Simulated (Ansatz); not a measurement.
Mulliken charges of GeH6SSi (`[SiH3][GeH2][SH]`) from ωB97M-V/def2-TZVPP in Ansatz (PBE0-D4/def2-TZVP geometry).

```tsv
atom	x (Å)	y (Å)	z (Å)	charge (e)
Si1	-0.939	1.027	-0.763	0.071
Ge2	0.691	-0.534	-0.009	0.078
S3	0.189	-0.968	2.122	-0.300
H4	-2.294	0.434	-0.637	-0.002
H5	-0.676	1.357	-2.188	-0.010
H6	-0.860	2.265	0.052	-0.002
H7	2.118	0.041	-0.089	0.022
H8	0.652	-1.844	-0.819	0.022
H9	1.206	-1.824	2.312	0.121
```

Problem. By hand: the dipole of these point charges (1 e Å = 4.8032 D).

Solution. Σ q r = (0.150, 0.042, -0.409) e Å, of length 0.438 e Å = 2.10 D.

Problem. How does the dipole of the full density compare? (Best estimate.)

Solution. Ansatz gave: (0.116, -0.002, -0.225) e Å, 1.22 D; the point charges give 1.72 times that, at 9° from its direction.

Point charges leave out the atoms' own dipoles, such as those of lone pairs, and Mulliken's split depends on the basis, so the two needn't agree.
